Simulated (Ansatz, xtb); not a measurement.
## Isomers of C8H10 in order of energy

11 gas-phase structures of C8H10, from a drawn sample of its isomers (lower ones may exist). Each was relaxed with GFN2-xTB; where two conformers were screened, the lower at r2SCAN-D4/def2-SVP is listed:

A. `C=CC1=C[C@@H](C)C=C1`, a singlet
B. `C=C[C@@H]1C=CC(C)=C1`, a singlet
C. `C=CC1=C(C)CC=C1`, a singlet
D. `C=CC1=CC=C(C)C1`, a singlet
E. `C=CC1=CC=C[C@@H]1C`, a singlet
F. `C=CC1(C)C=CC=C1`, a singlet
G. `C=CC1=C(C)C=CC1`, a singlet
H. `C=CC1=CC(C)=CC1`, a singlet
I. `C=C[C@@H]1C=CC=C1C`, a singlet
J. `C=CC1=CCC=C1C`, a singlet
K. `C=CC1=CCC(C)=C1`, a singlet

Make a reasoned guess at their ranking by r2SCAN-D4/def2-SVP single-point energy.

Calculated order at r2SCAN-D4/def2-SVP: D (0.0), H (1.4), G (2.3), K (10.2), C (11.5), J (17.3), E (17.9), A (26.9), I (41.7), B (44.0), F (57.9) kJ/mol. Less than 1 kcal/mol parts D and H; H and G; K and C; J and E; I and B, so the order within those pairs means little.

Energies above the lowest of each column, in kJ/mol; the last columns are at B3LYP-D3(BJ)/def2-SVP geometries and were run for some of them only (a dash: not run or not comparable):

```csv
structure,GFN2-xTB,HF/STO-3G,r2SCAN-D4/def2-SVP,B3LYP-D3(BJ)/def2-SVP,CCSD(T)/def2-SVP + ΔMP2/def2-TZVPP
D,0.0,0.0,0.0,0.0,0.5
H,1.8,1.3,1.4,1.2,0.0
G,3.8,4.3,2.3,2.0,0.9
K,10.1,2.8,10.2,8.3,5.0
C,12.5,6.4,11.5,9.7,6.4
J,18.4,15.5,17.3,13.8,10.1
E,20.8,20.9,17.9,–,–
A,28.2,19.4,26.9,–,–
I,34.2,30.1,41.7,–,–
B,36.2,30.3,44.0,–,–
F,53.0,52.0,57.9,–,–
```

CCSD(T)/def2-SVP + ΔMP2/def2-TZVPP has D and G and H within 1 kcal/mol of each other at the bottom, and every level picks one of them. CCSD(T)/def2-SVP + ΔMP2/def2-TZVPP orders those it was run on as H (0.0), D (0.5), G (0.9), K (5.0), C (6.4), J (10.1) kJ/mol. Less than 1 kcal/mol parts H and D; D and G; G and K; K and C; C and J, so the order within those pairs means little. Flexible structures stand in one conformer each, not always the lowest. C keeps a small imaginary mode. J keeps a small imaginary mode. Frequencies (GFN2-xTB) were run for C, D, G, H, J, K alone. ΔMP2 is the change of the MP2 energy from the smaller to the larger basis.

Over these structures GFN2-xTB departs from r2SCAN-D4/def2-SVP by 3.1 kJ/mol on average once a common shift is removed. A GFN2-xTB relaxation took about 0.083 s and the r2SCAN-D4/def2-SVP energy about 5.4 s on a shared host (Ansatz 0.2.0, xtb 6.7.1).
